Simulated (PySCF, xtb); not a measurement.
H8N2Si2, SMILES [SiH2](N)[SiH2]N.

GFN2-xTB (xtb) at its own geometry gives an orbital gap of 4.29 eV and a dipole moment of 2.31 D.

Coordinates come from a PBE0-D3(BJ)/def2-SVP optimisation. The values are those of a single conformer.

Task: What does ωB97X/def2-TZVP (PySCF) give? (An estimate is asked for; the answer gives what the named calculation found.)

Result: gap 11.33 eV (levels -9.52 and 1.81 eV), dipole 2.00 D.
